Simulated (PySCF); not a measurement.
# BCl3, singlet: structure and spectrum

All numbers come from BP86 in PySCF with B def2-TZVP, Cl def2-TZVP; no relativity; density-fitted integrals.

The structure is a minimum.

* Point group: D3h
* Bond lengths: B–Cl 1.752 Å (×3)
* Bond angles: Cl–B–Cl 120.0° (×3)
* Dipole moment: 0.00 D
* Heat capacity Cp at 298.15 K: 63.4 J/(mol K)
* Enthalpy at 298.15 K above 0 K: 14.15 kJ/mol
* Lowest empty level: -2.76 eV
* Highest occupied level: -7.78 eV
* Rotational constants: 0.1047, 0.1047, 0.05237 cm⁻¹
* Principal polarisabilities: 34.5, 58.8, 58.8 bohr³
* Zero-point energy: 19.4 kJ/mol
* Rotational symmetry number: 6
* Principal quadrupole moments (Buckingham, traceless) about the centre of mass: -0.34, -0.34, 0.68 D Å
* Atomisation energy without zero-point energy: 1380 kJ/mol
* Entropy at 298.15 K and 1 bar: 290.5 J/(mol K)

Harmonic modes (masses in u: B 11.009, Cl 34.969):
| symmetry | ω (cm⁻¹) | IR (km/mol, summed over degenerate members) |
| --- | --- | --- |
| e' | 246 | 1.1 |
| a2'' | 439 | 3.6 |
| a1' | 459 | 0.0 |
| e' | 923 | 647 |

In D3h the vibrations span 2e' + a2'' + a1'. The a1' mode carries no infrared intensity, as symmetry demands.

Charges (e):
```tsv
atom	Mulliken	Löwdin	polar tensor	Mayer order to B1
B1	0.21	-1.80	1.25	–
Cl2,3,4	-0.07	0.60	-0.42	1.33
```

Mulliken populations on B1: s 2.83, p 1.68, d 0.25, f 0.03.

Counting electrons, boron keeps none of its valence electrons outside its bonds, so the VSEPR class is AX3 and the expected shape is trigonal planar (D3h), as computed.

The final relaxation and frequency run took roughly 50 core-seconds on a shared host.
